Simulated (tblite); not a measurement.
Compound: C4H8ClSi (doublet state).
SMILES with atom numbers: `[CH3:1][CH:2]/[C:3]([Cl:4])=[CH:5]\[SiH3:6]` (hydrogens: H7, H8, H9 on C1; H10 on C2; H11 on C5; H12, H13, H14 on Si6)

The geometry is computed with GFN2-xTB (gas phase). This method treats the open shell by occupation alone, without spin polarisation.

Question: Give the optimised bond lengths and angles.

Answer: 
```json
{"bond": "C1–C2", "length (Å)": "1.479"}
{"bond": "C2–C3", "length (Å)": "1.372"}
{"bond": "C3–Cl4", "length (Å)": "1.757"}
{"bond": "C3=C5", "length (Å)": "1.379"}
{"bond": "C5–Si6", "length (Å)": "1.866"}
{"bond": "C1–H7, C1–H8, C1–H9", "length (Å)": "1.090"}
{"bond": "C2–H10", "length (Å)": "1.080"}
{"bond": "C5–H11", "length (Å)": "1.080"}
{"bond": "Si6–H12, Si6–H13, Si6–H14", "length (Å)": "1.466"}
```

Bonds in one row agree within 0.01 Å and their mean is given. A selection of angles:
```json
{"angle": "C2–C1–H7", "degrees": "110.2"}
{"angle": "C2–C1–H9", "degrees": "111.6"}
{"angle": "H7–C1–H8", "degrees": "106.8"}
{"angle": "H7–C1–H9", "degrees": "109.3"}
{"angle": "C1–C2–C3", "degrees": "126.7"}
{"angle": "C1–C2–H10", "degrees": "116.9"}
{"angle": "C3–C2–H10", "degrees": "116.4"}
{"angle": "C2–C3–Cl4", "degrees": "117.8"}
{"angle": "C2–C3–C5", "degrees": "125.7"}
{"angle": "Cl4–C3–C5", "degrees": "116.6"}
{"angle": "C3–C5–Si6", "degrees": "125.5"}
{"angle": "C3–C5–H11", "degrees": "116.6"}
{"angle": "Si6–C5–H11", "degrees": "118.0"}
{"angle": "C5–Si6–H12", "degrees": "110.7"}
{"angle": "C5–Si6–H14", "degrees": "107.4"}
{"angle": "H12–Si6–H13", "degrees": "108.4"}
{"angle": "H12–Si6–H14", "degrees": "109.8"}
```

Torsions: C1–C2–C3–Cl4 0° (synperiplanar); C2–C3–C5–Si6 -1° (synperiplanar). The mirror-image conformer, all signs reversed, is as good.

C2 (carbon bonded to 2 C and H) is planar (angles 126.7°, 116.9° and 116.4°, sum 360.0°, 0.00 Å off the plane of its three neighbours). Of the pairs four or more bonds apart, Si6···H10 is among the closest relative to their van der Waals radii: 2.81 Å, 85 % of the sum of Bondi's values. The 3 C–C bonds span 1.372 Å (C2–C3, drawn single in one of several resonance forms) to 1.479 Å (C1–C2, drawn single), a spread of 0.107 Å. The 6 heavy atoms lie in one plane (0.002 Å rms). C5 (carbon bonded to C, Si and H) is planar (angles 125.5°, 118.0° and 116.6°, sum 360.0°, 0.00 Å off the plane of its three neighbours). C3 (carbon bonded to 2 C and Cl) is planar (angles 125.7°, 117.8° and 116.6°, sum 360.0°, 0.00 Å off the plane of its three neighbours). Si6 (silicon bonded to C and 3 H) is tetrahedral (angles from 107.4° to 110.8°).

Point group: near Cs, missed by 0.21 Å at most; the miss may be what the optimiser left on a soft mode. Its GFN2-xTB frequencies are all real (lowest 60 cm⁻¹).
